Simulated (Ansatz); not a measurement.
`[OH][Ge]([OH])([OH])[Cl]` and `[OH][Ge]([OH])([F])[Cl]` differ in one atom or group.

Ansatz, PBE0-D4/def2-TZVP geometries, multiplicity 1. Each molecule was computed in one conformer, which needn't be the lowest.

Scalar relativity is left out up to krypton.

| property | `[OH][Ge]([OH])([OH])[Cl]` |
| --- | --- |
| HOMO–LUMO gap (PBE/def2-TZVPP) / eV | 6.06 |
| LUMO energy (PBE/def2-TZVPP) / eV | -1.63 |
| size of the dipole moment (ωB97M-V/def2-TZVPP) / D | 1.00 |
| size of the dipole moment (PBE/def2-TZVPP) / D | 0.82 |
| LUMO energy (PBE0/def2-TZVPP) / eV | -0.61 |
| HOMO energy (ωB97M-V/def2-TZVPP) / eV | -11.67 |

(1) What does the change do to each property? (An estimate is asked.)

Results:

(1) Computed: 
```
                                          property  `[OH][Ge]([OH])([F])[Cl]`  shift
               HOMO–LUMO gap (PBE/def2-TZVPP) / eV                       6.08   0.02
                 LUMO energy (PBE/def2-TZVPP) / eV                      -1.98  -0.35
size of the dipole moment (ωB97M-V/def2-TZVPP) / D                       1.92   0.92
    size of the dipole moment (PBE/def2-TZVPP) / D                       1.90   1.08
                LUMO energy (PBE0/def2-TZVPP) / eV                      -0.93  -0.32
             HOMO energy (ωB97M-V/def2-TZVPP) / eV                     -12.02  -0.35
```

With PBE0 the HOMO falls by 0.37 eV and the LUMO falls by 0.32 eV, so the gap widens by about 0.05 eV. PBE moves the HOMO by -0.36 eV and ωB97M-V by -0.35 eV. Dipoles are sizes alone; their direction can turn.
